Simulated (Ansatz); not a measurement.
# Worked example: the enthalpy of formation of BBr2F (dibromofluoroborane)

The species is BBr2F (4 atoms), meant as a singlet with charge 0. SMILES: `FB(Br)Br`. The shape is that of a PBE0-D4/def2-TZVP optimisation.

Total energies at CAM-B3LYP/cc-pVDZ (Ansatz 0.2.0); the atoms run unrestricted:

| species | state | energy (Eh) |
| --- | --- | --- |
| BBr2F | singlet | -5273.291755 |
| F | doublet | -99.702493 |
| B | doublet | -24.637555 |
| Br | doublet | -2574.210563 |

Harmonic wavenumbers at PBE0-D4/def2-TZVP, in cm⁻¹: 170, 303, 423, 473, 878, 1336.

Measured heats of formation of the gaseous atoms at 298.15 K, in kJ/mol: F 79.4, B 570.3, Br 111.9. Spin-orbit lowering of the atoms at 298 K (mean of the ground term's levels less their thermal mean, from spectra), in kJ/mol: F 1.29, B 0.00, Br 14.69. Take 1 Eh = 2625.50 kJ/mol, 1 cm⁻¹ = 0.0119627 kJ/mol, RT = 2.479 kJ/mol.

Problem. What heat of formation follows?

Solution. 
1. Electronic atomisation energy: (-99.702493) + (-24.637555) + 2 × (-2574.210563) − (-5273.291755) = 0.530581 Eh = 1393.0 kJ/mol.
2. Zero-point energy: half the sum of the wavenumbers, 1791.5 cm⁻¹ = 21.4 kJ/mol.
3. Thermal vibrational enthalpy, Σ hcν̃/(exp(hcν̃/kT) − 1): 4.3 kJ/mol. Translation, rotation and pV of a non-linear molecule: 4 RT = 9.9 kJ/mol.
4. The 4 free atoms carry 5/2 RT each: 24.8 kJ/mol.
5. Spin-orbit coupling lowers the free atoms by 1.29 + 0.00 + 2 × 14.69 = 30.7 kJ/mol.
6. Atomisation enthalpy at 298 K: 1393.0 − 30.7 − 21.4 − 4.3 − 9.9 + 24.8 = 1351.5 kJ/mol.
7. Sum of the atoms' heats of formation: 873.5 kJ/mol. Heat of formation: 873.5 − 1351.5 = -478.0 kJ/mol.

The tabulated value is -514.6 kJ/mol (NIST-JANAF tables; in doubt: it may be an older value or an estimate), so this level is off by +36.6 kJ/mol, or 2.6 % of the atomisation enthalpy that the table implies (1388.0 kJ/mol). Relativity is left out. Anharmonicity and any spin-orbit splitting of the molecule are left out.
